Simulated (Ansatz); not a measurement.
`[Cl][Sn]([Cl])([Cl])[c]1ccccc1` + H₂S → `Sc1ccccc1` + `[Cl][SnH]([Cl])[Cl]`  (substitution at a C–Sn bond)

Computed with Ansatz on PBE0-D4/def2-TZVP structures; ΔE is electronic, products minus reactants. CBS: MP2 limit from def2 TZ/QZ plus the TZ coupled-cluster correction, frozen cores. This one scheme is used for every species. DFT in def2-TZVPP. def2 core potentials past Kr. For Sn outer-core shells are correlated without core-valence functions, which leaves a few kJ/mol of doubt a bond. One conformer a species, not always the lowest.

CCSD(T)/CBS gives +50.3 kJ/mol.

(1) Another level gave +33.4 kJ/mol. Which?
A. MP2/def2-TZVPP
B. revPBE/def2-TZVPP
C. BHLYP-D4/def2-TZVPP
D. r2SCANh/def2-TZVPP

Largest T1 diagnostic among the species: 0.011.

Answers

(1) D. r2SCANh 33.4, revPBE 29.2, BHLYP-D4 44.5, MP2/def2-TZVPP 56.1 kJ/mol.

Leaving LDA and LC-ωPBE aside and taking each functional with its dispersion term where it has one, the values, not all of them listed here, spread over 14.5 kJ/mol, from B97M-V to BHLYP-D4. LDA lies −4.4 kJ/mol from PBE without D4. The D4 term adds +9.7 kJ/mol with B3LYP and +6.4 kJ/mol with PBE0; it sums over pairs of atoms, weighted by their polarisabilities, and B3LYP, whose exchange is more repulsive, gets the larger term.

CCSD(T)/CBS has its own doubt, a few kJ/mol and more with outer-core shells, so smaller differences from it don't rank the levels.

B3LYP here is the variant with VWN-RPA as its local correlation; programs differ in this.
